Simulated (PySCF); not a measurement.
Compound: C5H9ClO2.
Z-matrix (Å and degrees, GFN2-xTB geometry), rows numbered from 1:
```
C 
O   1  1.4047
C   2  1.4074  1  113.27
C   3  1.5304  2  107.74  1   172.99
C   4  1.5322  3  112.12  2   167.52
C   4  1.5028  3  109.36  2   -72.74
O   6  1.1827  4  128.54  3   -27.56
Cl  6  1.7694  4  111.73  3   155.43
H   1  1.0972  2  111.26  3    61.04
H   1  1.0964  2  111.15  3   -60.43
H   1  1.0877  2  106.49  3  -179.65
H   3  1.1015  2  110.31  1   -67.02
H   3  1.1002  2  110.53  1    52.86
H   4  1.0925  3  108.43  2    46.14
H   5  1.0876  4  110.37  3    58.79
H   5  1.0867  4  109.81  3   -61.18
H   5  1.0868  4  110.20  3   179.05
```

The closed-shell ground state was solved at several levels (PySCF, density fitting, gas phase, non-relativistic).

```
              level  basis functions  total energy (Eh)  HOMO (eV)  LUMO (eV)  gap (eV)  dipole (D)
     PBE0/def2-SVPD              245          -805.6762      -7.81      -1.06      6.75        3.43
CAM-B3LYP/def2-SVPD              245          -806.0705      -9.27       0.13      9.40        3.47
```

Problem. What might PBE0/pcSseg-1 (188 basis functions) give for the same quantities?

Solution. Total energy -805.9866 Eh, HOMO -7.69 eV, LUMO -0.90 eV, gap 6.79 eV, dipole 3.52 D.

Problem. Over all these levels, which gives the widest orbital gap and which the narrowest?

Solution. CAM-B3LYP/def2-SVPD (range-separated hybrid) has the widest, 9.40 eV, and PBE0/def2-SVPD (global hybrid, 25 % exact exchange) the narrowest, 6.75 eV. The two share the basis. From the narrowest to the widest the HOMO moves by -1.46 eV and the LUMO by +1.19 eV.

Problem. How far do the dipole and the HOMO energy spread over the levels?

Solution. The dipole runs from 3.43 to 3.52 D (mean 3.47 D) and the HOMO from -9.27 to -7.69 eV.

One conformer stands for the species.
